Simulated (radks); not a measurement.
Task: Neutral iridium: order these configurations by energy. Method: scalar-relativistic Kohn-Sham, PBEsol, spin-polarised, spherical densities, finite nucleus; Fermi nuclear charge, rms radius of each element as measured or else 0.836 A^(1/3) + 0.57 fm; computed with a radial shooting solver on a logarithmic mesh with Libxc functionals. Open shells are filled with parallel spins first. [Xe] 4f14 5d6 6s2 6p1; [Xe] 4f14 5d7 6s1 6p1; [Xe] 4f14 5d7 6s2; [Xe] 4f14 5d8 6p1; [Xe] 4f14 5d8 6s1; [Xe] 4f14 5d9.

Result: From the lowest, in eV above it: [Xe] 4f14 5d8 6s1 0.000; [Xe] 4f14 5d7 6s2 0.064; [Xe] 4f14 5d9 1.481; [Xe] 4f14 5d7 6s1 6p1 4.090; [Xe] 4f14 5d8 6p1 5.104; [Xe] 4f14 5d6 6s2 6p1 5.634.
